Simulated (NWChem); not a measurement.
System: SiNH$_{2}$F, singlet; SMILES [Si](N)F

Excerpt of the output:

```
             Northwest Computational Chemistry Package (NWChem) 7.3.0
             --------------------------------------------------------

                             Geometry "geometry" -> ""
                             -------------------------

 Output coordinates in angstroms (scale by  1.889725989 to convert to a.u.)

  No.       Tag          Charge          X              Y              Z
 ---- ---------------- ---------- -------------- -------------- --------------
    1 Si                  14.0000    -0.64342400     0.05061900     0.00000000
    2 F                    9.0000     0.43099600     1.29835700     0.00000000
    3 N                    7.0000     0.49069600    -1.23399900     0.00000000
    4 H                    1.0000     1.50097100    -1.11341400     0.00000000
    5 H                    1.0000     0.21338300    -2.21022000     0.00000000

 Effective nuclear repulsion energy (a.u.)     100.7822383802

                                 NWChem DFT Module
                                 -----------------

 Summary of "ao basis" -> "ao basis" (spherical)
 ------------------------------------------------------------------------------
       Tag                 Description            Shells   Functions and Types
 ---------------- ------------------------------  ------  ---------------------
 Si                         def2-svp                 8       18   4s3p1d
 F                          def2-svp                 6       14   3s2p1d
 N                          def2-svp                 6       14   3s2p1d
 H                          def2-svp                 3        5   2s1p

 in cosmo_initialize ...
 calling solv_data for solv:chcl3

 solvent parameters
 solvname_short: chcl3
 solvname_long:  chloroform
 dielec:        4.7113
 dielecinf:     2.0906
 nonaqueous SMD model solvent descriptors
 dielec:        4.7113
 sola:          0.1500
 solb:          0.0200
 solc:          0.0000
 solg:         38.3900
 solh:          0.7500
 soln:          1.4459

          ---------------
          -cosmo- solvent
          ---------------
 Cosmo: York-Karplus, doi: 10.1021/jp992097l
 dielectric constant -eps-     =   4.71
 screen = (eps-1)/(eps    )    =   0.78774
 surface charge correction     = lagrangian

   van der Waals surface
 --------------------------

[...]

                                COSMO-SMD solvation results
                                ---------------------------

             internal energy in gas <Psi(g)|H|Psi(g)> =      -445.061150864933
         internal energy in solvent <Psi(s)|H|Psi(s)> =      -445.060448446200
                               delta internal energy  =         0.000702418733 (    0.44 kcal/mol)
   total free energy in solvent <Psi(s)|H+V/2|Psi(s)> =      -445.067464125373
 polarization energy contribution <Psi(s)|V/2|Psi(s)> =        -0.007015679173 (   -4.40 kcal/mol)
    total free energy in solvent including G(SMD-CDS) =      -445.067325543350
                       G(SMD-CDS) energy contribution =         0.000138582023 (    0.09 kcal/mol)
     1 M fixed-concentration free energy of solvation =        -0.006174678417 (   -3.87 kcal/mol)

                       DFT Final Molecular Orbital Analysis
                       ------------------------------------

 Vector   14  Occ=2.000000D+00  E=-4.859716D-01
              MO Center=  3.3D-01,  5.0D-01,  4.1D-10, r^2= 2.2D+00
   Bfn.  Coefficient  Atom+Function         Bfn.  Coefficient  Atom+Function
  ----- ------------  ---------------      ----- ------------  ---------------
    23      0.506492  2 F  py                26     -0.359476  2 F  py
    37      0.271701  3 N  py                22     -0.216680  2 F  px
    52      0.197916  5 H  s                 25      0.160586  2 F  px
     3     -0.138987  1 Si s                 40     -0.123592  3 N  py
     9      0.095488  1 Si py                 2     -0.092897  1 Si s

 Vector   15  Occ=2.000000D+00  E=-3.495614D-01
              MO Center=  3.7D-01, -1.0D+00,  1.1D-09, r^2= 1.3D+00
   Bfn.  Coefficient  Atom+Function         Bfn.  Coefficient  Atom+Function
  ----- ------------  ---------------      ----- ------------  ---------------
    38      0.532844  3 N  pz                41     -0.461953  3 N  pz
    13     -0.147716  1 Si pz                10     -0.136506  1 Si pz
    24     -0.123505  2 F  pz                27      0.102240  2 F  pz
     7      0.077320  1 Si pz                15      0.064672  1 Si d -1
    17      0.036647  1 Si d  1

 Vector   16  Occ=2.000000D+00  E=-3.000799D-01
              MO Center= -9.9D-01,  4.4D-02,  2.6D-08, r^2= 2.1D+00
   Bfn.  Coefficient  Atom+Function         Bfn.  Coefficient  Atom+Function
  ----- ------------  ---------------      ----- ------------  ---------------
     3      0.479870  1 Si s                  4      0.464273  1 Si s
     2      0.292469  1 Si s                  8     -0.284594  1 Si px
    11     -0.260226  1 Si px                22     -0.202712  2 F  px
    35     -0.202837  3 N  s                 25      0.166359  2 F  px
    36     -0.154482  3 N  px                 5      0.153017  1 Si px

 Vector   17  Occ=0.000000D+00  E=-1.148539D-03
              MO Center= -6.2D-01, -1.9D-02, -2.4D-08, r^2= 2.8D+00
   Bfn.  Coefficient  Atom+Function         Bfn.  Coefficient  Atom+Function
  ----- ------------  ---------------      ----- ------------  ---------------
    13      0.783240  1 Si pz                10      0.358506  1 Si pz
    41     -0.325231  3 N  pz                38      0.242534  3 N  pz
     7     -0.193591  1 Si pz                27     -0.177828  2 F  pz
    24      0.167806  2 F  pz                17      0.051197  1 Si d  1

[...]
```

Level: M06-2X/def2-SVP, SMD on the gas-phase geometry. Low-valent species are run as closed-shell singlets; no triplet was tried in these runs. Geometry: optimised at PBE0/def2-SVP. Solvent: chloroform.

Write an input that gives this output.

One answer among several that fit: the input that was run:
```
start job
memory heap 200 mb stack 900 mb global 1100 mb
geometry units angstroms noautosym nocenter noautoz
  Si    -0.643424     0.050619     0.000000
  F      0.430996     1.298357     0.000000
  N      0.490696    -1.233999     0.000000
  H      1.500971    -1.113414     0.000000
  H      0.213383    -2.210220     0.000000
end
basis spherical
  * library def2-svp
end
dft
  xc m06-2x
  iterations 150
end
cosmo
  do_cosmo_smd true
  solvent chcl3
end
task dft energy
```
